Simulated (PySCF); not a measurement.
C3H5O2, SMILES CCO[C]=O, multiplicity 2. Atoms are numbered in the order given.

```xyz
10

C     -1.7712    -0.1441     0.1013
C     -0.4931    -0.7491     0.6244
O      0.5301     0.2635     0.8161
C      1.2054     0.6329    -0.2371
O      1.1423     0.2690    -1.3649
H     -1.6227     0.2830    -0.9009
H     -2.1368     0.6452     0.7741
H     -2.5471    -0.9211     0.0275
H     -0.6248    -1.1936     1.6196
H     -0.0935    -1.5117    -0.0614
```
Charge 0, spin multiplicity 2.

Geometry: PBE0-D3(BJ)/def2-SVP. The isomer is the one that the SMILES or the coordinates give; other isomers of the formula were not compared. One conformer was computed; it need not be the lowest.

Calculation: B3LYP/pcH-1 in PySCF.

Unrestricted Kohn–Sham, ⟨S²⟩ = 0.753. Hyperfine tensors hold the contact and dipolar terms, without spin-orbit corrections.

Computed hyperfine couplings:
```csv
nucleus,A(iso) (MHz),A(iso) (G),dipolar principal values (MHz)
13C no. 1,-1.1,-0.4,"-0.7, -0.6, 1.3"
13C no. 2,21.7,7.7,"-7.6, -6.7, 14.3"
17O no. 3,-235.6,-84.1,"-21.9, 9.3, 12.6"
13C no. 4,628.2,224.2,"-51.0, -43.0, 94.0"
17O no. 5,-54.4,-19.4,"-98.7, 45.4, 53.3"
1H no. 6,3.1,1.1,"-2.5, -1.5, 4.0"
1H no. 7,1.3,0.5,"-1.6, -1.4, 3.0"
1H no. 8,11.8,4.2,"-1.1, -1.0, 2.1"
1H no. 9,0.4,0.1,"-4.5, -1.1, 5.5"
1H no. 10,-4.8,-1.7,"-5.5, 0.4, 5.1"
```
